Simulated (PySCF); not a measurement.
Job file and geometry (Å, from GFN2-xTB) of an NMR shielding run on SMILES F[Si@H]1C=CSC1, C₃H₅FSSi, PySCF 2.14.0, density-fitted response routines, GIAO PBE0/pcSseg-1 NMR shielding, non-relativistic, gas phase; density fitting, a coarse starting grid and PySCF grid level 2 are the driver's defaults:

```
$ OMP_NUM_THREADS=1 python probes_run.py task.json out

{"job": {"kind": "nmr", "xc": "PBE0", "basis": "pcSseg-1"}, "charge": 0, "multiplicity": 1}
F     -1.827958    -1.465327    -0.725070
Si    -0.759902    -0.841589     0.317058
C      1.000453    -0.908681    -0.283480
C      1.570016     0.286640    -0.477218
S      0.703873     1.764514    -0.201849
C     -0.914466     1.060467     0.267605
H     -1.108185    -1.437486     1.595040
H      1.570210    -1.805858    -0.460043
H      2.582800     0.444490    -0.812903
H     -1.635761     1.404479    -0.470603
H     -1.175655     1.501022     1.225498
```

Question: What does the program print?

Answer: 
```
coarse grid: 10696 points
cycle   1  E = -904.2508525406  dE =  7.203e-01  |g| = 5.949e-01  |ddm| = 3.232e+00
cycle   2  E = -904.1901843564  dE =  6.067e-02  |g| = 8.675e-01  |ddm| = 1.087e+00
cycle   3  E = -904.3157102745  dE = -1.255e-01  |g| = 7.296e-02  |ddm| = 6.873e-01
cycle   4  E = -904.3168233779  dE = -1.113e-03  |g| = 2.895e-02  |ddm| = 1.085e-01
cycle   5  E = -904.3170197727  dE = -1.964e-04  |g| = 1.107e-02  |ddm| = 3.497e-02
cycle   6  E = -904.3170470301  dE = -2.726e-05  |g| = 3.005e-03  |ddm| = 9.953e-03
cycle   7  E = -904.3170490631  dE = -2.033e-06  |g| = 8.411e-04  |ddm| = 3.380e-03
final grid: 95760 points
cycle   8  E = -904.3605423376  dE = -1.387e-05  |g| = 8.730e-03  |ddm| = 2.081e-02
cycle   9  E = -904.3605213629  dE =  2.097e-05  |g| = 1.239e-02  |ddm| = 1.992e-02
cycle  10  E = -904.3605615371  dE = -4.017e-05  |g| = 9.988e-04  |ddm| = 1.301e-02
cycle  11  E = -904.3605617712  dE = -2.342e-07  |g| = 3.238e-04  |ddm| = 1.192e-03
cycle  12  E = -904.3605617960  dE = -2.480e-08  |g| = 6.209e-05  |ddm| = 2.824e-04
cycle  13  E = -904.3605617967  dE = -7.067e-10  |g| = 3.241e-05  |ddm| = 8.043e-05
cycle  14  E = -904.3605617970  dE = -2.351e-10  |g| = 4.673e-06  |ddm| = 3.021e-05
converged SCF energy = -904.3605617970

GIAO shielding tensors (ppm)
atom      isotropic    diamagn.    paramagn.     s11        s22        s33       span
  0 F      351.064     467.826    -116.762    331.188    358.341    363.663     32.476
  1 Si     316.015     877.227    -561.213    262.396    329.874    355.774     93.378
  2 C       70.444     260.324    -189.880    -25.531     66.952    169.911    195.441
  3 C       19.525     257.674    -238.149    -99.190     18.390    139.376    238.566
  4 S      403.711    1056.108    -652.396    221.804    321.917    667.413    445.609
  5 C      169.617     257.660     -88.043    155.010    167.917    185.924     30.915
  6 H       25.714      28.124      -2.410     22.481     23.593     31.070      8.589
  7 H       25.851      30.306      -4.455     24.548     24.753     28.251      3.703
  8 H       24.163      29.917      -5.754     22.402     23.986     26.102      3.701
  9 H       29.545      30.486      -0.941     23.831     27.244     37.559     13.727
 10 H       29.696      30.515      -0.819     23.547     27.721     37.819     14.272
```

Question: Turn these shieldings into chemical shifts. Referencing at the same level of theory: CFCl3 for $^{19}$F (170.95 ppm); $^{29}$Si (349.16 ppm), $^{13}$C (186.93 ppm), $^{1}$H (31.72 ppm) vs TMS; $^{33}$S (503.73 ppm) vs CS2.

Answer: Averaging equivalent atoms: F 0: -180.1; Si 1: 33.1; C 3: 167.4; C 2: 116.5; C 5: 17.3; S 4: 100; H 8: 7.55; H 6: 6.00; H 7: 5.87; H 9: 2.17; H 10: 2.02 ppm. Unscaled 19F shifts against computed CFCl3 carry errors that often reach 10 to 50 ppm.

Size and cost of the density-fitted run: 141 basis functions, 29 s wall time on 1 thread of an Arm Neoverse N1, shared host; peak memory 0.69 GiB.
